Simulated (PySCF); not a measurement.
Work out the structure from these simulated measurements.

Formula: C6H9O; charge +1.

* Valence photoelectron: vertical ionisation energy: 14.62 eV [ΔSCF CAM-B3LYP/def2-SVPD]
* 13C NMR: chemical shifts (computed TMS as zero) by class: 284.9 (1 C), 210.0 (1 C), 96.0 (1 C), 93.5 (1 C), 61.7 (1 C), 52.6 (1 C) ppm [GIAO PBE0/pcSseg-1]
* Polarisability: 78.3 au [CAM-B3LYP/def2-SVPD]
* UV, strongest line: among the 10 lowest singlet transitions: S4 at 5.04 eV (246 nm, f = 0.178) [TDDFT CAM-B3LYP/def2-SVPD]
* UV, first state: lowest singlet excitation: 3.11 eV (398 nm, f = 0.000) [TDDFT CAM-B3LYP/def2-SVPD]
* Rotational structure: rotational constants A, B, C: 6.350, 1.380, 1.158 GHz [PBE0-D3(BJ)/def2-SVP]
* Couplings: largest of the computed one-bond spin–spin couplings (means over like bonds): 13C–1H +302.6, 13C–13C +194.9, 13C–1H +153.8 (×3), 13C–1H +149.0 (×2), 13C–1H +143.8 (×3), 13C–13C +98.5, 13C–13C +43.8, 13C–13C +37.7 Hz [B3LYP/pcJ-1, spin–dipole term left out]
* NMR, other nuclei: isotropic shieldings of nuclei other than C and H, by class: 271 (1 O) ppm [GIAO PBE0/pcSseg-1]
* Triplet: lowest triplet excitation (Tamm–Dancoff): 2.51 eV [TDA CAM-B3LYP/def2-SVPD]

Gas-phase values; electronic properties from PySCF, density fitting. Levels stand in brackets. Geometry: PBE0-D3(BJ)/def2-SVP, one conformer, isolated ion. NMR values are class means; diastereotopic atoms form classes of their own.

Task: What is the compound? Reason from the data.

Result: Numbering: `[CH:1]#[C:2][C+:3]([CH3:4])[CH2:5][O:6][CH3:7]`. 6 carbons fall into 6 classes; from least to most shielded: carbon bonded to 3 C [C3] (284.9 ppm), carbon bonded to C and H [C1] (210.0 ppm), sp3 carbon bound to oxygen [C5] (96.0 ppm), carbon bonded to 2 C [C2] (93.5 ppm), methoxy carbon [C7] (61.7 ppm), methyl carbon [C4] (52.6 ppm). The other shieldings belong to: 271 ppm, ether oxygen [O6]. The couplings run between: +302.6 Hz, carbon bonded to C and H [C1] and its hydrogen; +194.9 Hz, carbon bonded to C and H [C1] and carbon bonded to 2 C [C2]; +153.8 Hz, methoxy carbon [C7] and its hydrogen (with 2 like pairs); +149.0 Hz, sp3 carbon bound to oxygen [C5] and its hydrogen (with 1 like pair); +143.8 Hz, methyl carbon [C4] and its hydrogen (with 2 like pairs); +98.5 Hz, carbon bonded to 2 C [C2] and carbon bonded to 3 C [C3]; +43.8 Hz, carbon bonded to 3 C [C3] and sp3 carbon bound to oxygen [C5]; +37.7 Hz, carbon bonded to 3 C [C3] and methyl carbon [C4]. S1 is mainly HOMO−1→LUMO (weight 0.80); the largest Löwdin shares of the orbital it empties are 0.31 on the carbon bonded to C and H, 0.27 on the carbon bonded to 2 C, 0.14 on the ether oxygen and 0.06 on the carbon bonded to 3 C, of the orbital it fills 0.36 on the carbon bonded to 3 C, 0.22 on the carbon bonded to C and H, 0.12 on the carbon bonded to 2 C and 0.07 on the methyl carbon. The first electron is taken from the HOMO, whose largest Löwdin shares are 0.55 on the ether oxygen, 0.12 on the methoxy carbon, 0.08 on the sp3 carbon bound to oxygen and 0.06 on a methyl hydrogen. The optimised geometry has point group Cs and is an asymmetric top. Structure: `[C+](C)(COC)C#C`. The assignments are read from this structure; whether some other isomer fits the data as well wasn't checked.

Shape of the structure used: `[CH:1]#[C:2][C+:3]([CH3:4])[CH2:5][O:6][CH3:7]`: C2–C3–C5–O6 180°, C3–C5–O6–C7 179°.
